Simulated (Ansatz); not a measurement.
A structure relaxed at B3LYP-D4/def2-SVPD in Ansatz, charge -1, doublet:

Cartesian coordinates in Å:
```
Sr -1.475 0.494 -0.549
Sr 0.576 -2.616 0.532
Sr 2.135 1.689 0.212
Se -2.179 -2.015 0.807
Se -0.353 3.025 0.435
Se 1.296 -0.577 -1.437
```

Problem. Give its formula and point group.

Solution. the cluster Sr3Se3⁻. Point group Cs (tolerance 0.1 Å).

Problem. Summarise the bond lengths by kind (pairs closer than 1.2 times the sum of covalent radii, bridged metal pairs left out).

Solution. 7 × Se–Sr 2.83 to 3.10 Å.

In the def2 sets Sr takes a core potential; there is no spin–orbit coupling. The relaxation made no stability test and no search for a lower SCF solution. Another isomer (doublet) lies 0.26 eV lower at PBE0-D4/def2-TZVPD; other spin states weren't run for this one.
